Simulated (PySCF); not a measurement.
Geometry:
```json
{"atom": "B1", "x (Å)": "-0.002", "y (Å)": "0.000", "z (Å)": "0.005"}
{"atom": "S2", "x (Å)": "1.571", "y (Å)": "-0.857", "z (Å)": "0.205"}
{"atom": "C3", "x (Å)": "2.537", "y (Å)": "-0.313", "z (Å)": "-1.231"}
{"atom": "H4", "x (Å)": "2.032", "y (Å)": "-0.583", "z (Å)": "-2.169"}
{"atom": "H5", "x (Å)": "3.505", "y (Å)": "-0.828", "z (Å)": "-1.178"}
{"atom": "H6", "x (Å)": "2.701", "y (Å)": "0.773", "z (Å)": "-1.204"}
{"atom": "S7", "x (Å)": "-0.265", "y (Å)": "1.085", "z (Å)": "-1.410"}
{"atom": "C8", "x (Å)": "-1.957", "y (Å)": "1.692", "z (Å)": "-1.172"}
{"atom": "H9", "x (Å)": "-2.178", "y (Å)": "2.359", "z (Å)": "-2.015"}
{"atom": "H10", "x (Å)": "-2.044", "y (Å)": "2.252", "z (Å)": "-0.231"}
{"atom": "H11", "x (Å)": "-2.675", "y (Å)": "0.860", "z (Å)": "-1.169"}
{"atom": "S12", "x (Å)": "-1.313", "y (Å)": "-0.230", "z (Å)": "1.222"}
{"atom": "C13", "x (Å)": "-0.586", "y (Å)": "-1.386", "z (Å)": "2.415"}
{"atom": "H14", "x (Å)": "0.314", "y (Å)": "-0.957", "z (Å)": "2.877"}
{"atom": "H15", "x (Å)": "-0.330", "y (Å)": "-2.339", "z (Å)": "1.932"}
{"atom": "H16", "x (Å)": "-1.343", "y (Å)": "-1.563", "z (Å)": "3.190"}
```

Geometry: PBE0-D3(BJ)/def2-SVP; GIAO shifts from PySCF, gas phase, non-relativistic, averaged over equivalent atoms.

At B3LYP/pcSseg-1 (185 basis functions, 21 s wall time on 1 thread of an Arm Neoverse V1, shared host):
```csv
atoms,δ (ppm)
B1,63.6
S2/S7/S12,-17.4
C3/C8/C13,16.1
H4/H5/H6/H9/H10/H11/H14/H15/H16,2.13
```

References, each an isolated molecule treated in the same way: ¹¹B (σref 97.83) vs BF3·OEt2; CS2 for ³³S (σref 485.41); TMS for ¹³C (σref 179.24) and ¹H (σref 31.38).

Task: What do these become at PBE0/pcSseg-1?

Result: 
| atoms | δ at PBE0/pcSseg-1 | change |
| --- | --- | --- |
| B1 | 60.2 | -3.4 |
| S2/S7/S12 | -31.3 | -13.9 |
| C3/C8/C13 | 15.6 | -0.5 |
| H4/H5/H6/H9/H10/H11/H14/H15/H16 | 2.13 | +0.00 |

Shifts are taken against calculated references (same method and geometry level): BF3·OEt2 for ¹¹B (σ = 100.73 ppm); ³³S (σ = 495.66 ppm) vs CS2; TMS for ¹³C (σ = 184.41 ppm), ¹H (σ = 31.27 ppm).

The largest change is at S2/S7/S12 (sulfur bonded to C, B). Cost: 185 basis functions, 32 s wall time on 1 thread of an Arm Neoverse V1, shared host.
